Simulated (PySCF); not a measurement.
**Shapes and spin states of Ni₂Se**

Method: B3LYP in PySCF with Se def2-SVP, Ni def2-SVP; no relativity; density-fitted integrals.

Relaxations began from a few typed shapes and spin states; open shells are unrestricted. The search is not exhaustive: other isomers or separated fragments can lie lower, and high-lying points may rest on an excited occupation.

**Question.** Order these stationary points by electronic energy, lowest first, in kJ/mol from the lowest minimum.
A. singlet (closed shell, unstable to spin polarisation) C2v: Ni–Ni 2.374 Å, Se–Ni 2.137 Å (×2); Ni–Ni–Se 56.2° (×2), Ni–Se–Ni 67.5°
B. triplet C2v: Ni–Ni 2.509 Å, Se–Ni 2.223 Å (×2); Ni–Ni–Se 55.6° (×2), Ni–Se–Ni 68.7°

**Answer.** B (0.0), A (200.5).

**Question.** Which of them are minima?

**Answer.** By energy in kJ/mol, 0.0: minimum; 200.5: minimum of the closed-shell surface only.

For the lowest minimum: with open d or f shells other occupations or spin states may lie lower.
